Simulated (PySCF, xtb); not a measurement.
molecular hydrogen (H2), SMILES [H][H].

GFN2-xTB (xtb) at its own geometry gives an orbital gap of 16.09 eV and a dipole moment of 0.00 D.

Geometry: B3LYP-D3(BJ)/def2-TZVPD.

Problem. What does PBE0/def2-TZVPD run with PySCF give? (An estimate is asked for; the answer gives what the named calculation found.)

Solution. gap 13.52 eV (levels -11.98 and 1.54 eV), dipole 0.00 D.
